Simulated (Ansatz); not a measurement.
The cluster Ag2Br was relaxed with r2SCAN-D4 (def2-TZVP) in Ansatz in these states: neutral doublet, neutral quartet. The geometries follow in no particular order.

In the def2 sets Ag takes a core potential; there is no spin–orbit coupling.

A:

```xyz
3

Ag    0.165   -0.898   -0.858
Ag   -0.318    1.949   -0.866
Br    0.153   -1.052    1.724
```

B:

```xyz
3

Ag    0.2128    0.7187   -0.2991
Ag   -1.1349    0.4455    1.9429
Br    0.9221   -1.1642   -1.6438
```

Judge from the bond lengths which geometry belongs to which state (an estimate).

A is the neutral quartet (Ag1–Ag2 2.888 Å, Ag1–Br3 2.586 Å); B is the neutral doublet (Ag1–Ag2 2.630 Å, Ag1–Br3 2.420 Å).

At PBE0-D4/def2-TZVP a doublet lies 3.40 eV below the neutral quartet. These are the stationary points nearest to one start from a short search; other shapes may lie lower in each state.
